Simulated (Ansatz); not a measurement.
Species: sum formula MoOCl (charge 0, quartet). The spin state was set by rule; other spins were not relaxed. 
Coordinates optimised at B3LYP-D3(BJ)/def2-TZVP (Ansatz, a program for electronic structure):
SMILES: [O]=[Mo][Cl]
```xyz
3

Mo     0.3924     0.2075     0.1089
O      1.8430    -0.3928    -0.4837
Cl    -1.8367    -0.3278    -0.0413
```
Charge 0, spin multiplicity 4.

Basis-set convergence of Hartree-Fock and MP2 correlation energies (hartree) with Ansatz. Cores are frozen in the correlated levels unless marked. UHF or UKS for open shells. Spin-orbit coupling is left out. The frozen core is the preceding noble-gas configuration, with the filled d and f shells of earlier blocks. Past Kr the def2 sets carry scalar-relativistic core potentials.

The UHF reference is spin-contaminated (<S^2> 0.35 over the pure value in the largest basis). The T1 diagnostic of CCSD in the largest basis is 0.050, which is high, so the coupled-cluster rows are less sure than usual.

```csv
basis,functions,E(HF),"E(corr, MP2)"
def2-SVP,63,-601.74027,-0.43891
def2-TZVPP,129,?,?
```

### Question
Complete the blanks.

### Answer

- def2-TZVPP, E(HF): -602.01988
- def2-TZVPP, E(corr, MP2): -0.57962
